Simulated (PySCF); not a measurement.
Q: What does the PBE0-D3(BJ)/def2-SVP structure of `C#CC#[C][GeH2][CH3]` look like in three dimensions?

A: 
```
atom  x, y, z in Å
C1     3.9649    0.4201    1.4705
C2     2.8804    0.1531    0.9870
C3     1.6594   -0.1494    0.4428
C4     0.5711   -0.4265   -0.0460
Ge5   -1.1438   -0.8196   -0.7825
C6    -2.3803    0.6039   -0.2984
H7     4.9228    0.6542    1.8974
H8    -0.9821   -0.9300   -2.3087
H9    -1.5952   -2.1760   -0.2135
H10   -2.4607    0.6786    0.7950
H11   -3.3764    0.3979   -0.7160
H12   -2.0209    1.5647   -0.6927
```

Any rigid rotation of these coordinates is as good. Atoms count from 1 in this order. The 2 C–Ge bonds span 1.907 Å (C4–Ge5, drawn single) to 1.947 Å (Ge5–C6, drawn single), a spread of 0.040 Å. The 3 C–C bonds span 1.217 Å (C1≡C2, drawn triple) to 1.371 Å (C2–C3, drawn single), a spread of 0.154 Å. The 6 heavy atoms lie in one plane (0.002 Å rms). Ge5 (germanium bonded to 2 C and 2 H) is tetrahedral (angles from 107.6° to 111.5°).

Bonds between heavy atoms (Å): C1≡C2 1.217, C2–C3 1.371, C3≡C4 1.225, C4–Ge5 1.907, Ge5–C6 1.947.

Theory: PBE0-D3(BJ)/def2-SVP geometry optimisation, gas phase in PySCF.

Point group: Cs (every atom within 0.08 Å of its image). No frequency check.

The run took 47 s on an Arm Neoverse V2 with one thread, shared host, and the process peaked at 0.54 GiB of memory. These figures are those of the optimisation.
